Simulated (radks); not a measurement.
Task: F+, 8 electrons, occupied as [He] 2s2 2p4 (the NIST ground configuration). All-electron calculation, non-relativistic Kohn-Sham, PBE, spin-unpolarised, spherical densities, point nucleus. Program: a radial shooting solver on a logarithmic mesh with Libxc functionals. Some entries of the table are withheld. Estimate them.

| orbital | occ. | eigenvalue (eV) | r(max) (bohr) |
|---|---|---|---|
| 1s | 2 | -683.3935 | 0.1146 |
| 2s | 2 | (1) | (2) |
| 2p | 4 | -28.3184 | 0.6816 |

Result: 
(1) 2s eigenvalue (eV): -47.3006
(2) 2s r(max) (bohr): 0.7530
